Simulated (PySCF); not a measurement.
# How methods differ on the ionisation energy of Kr

Kr [Kr] (1S) → Kr⁺ [Ar] 3d10 4s2 4p5 (2P), as a difference of total energies. Computed with PySCF 2.14 in aug-cc-pVDZ-PP with ECP10MDF (5s4p3d, 32 functions), with scalar relativity through the core potential. Correlated levels: valence: 3s2 3p6 3d10 frozen. The calculations carry no spin-orbit coupling.

Order these methods by the ionisation energy they give, lowest first.
A. UHF
B. SCS-MP2 (valence)
C. MP2 (valence)
D. r2SCAN

A (13.151 eV), B (13.877 eV), C (13.958 eV), D (14.213 eV).

Errors of the correlated levels include the incompleteness of this basis and the frozen core.

For comparison: 14.222 eV (measured; NIST levels, between the centres of gravity of the two terms).
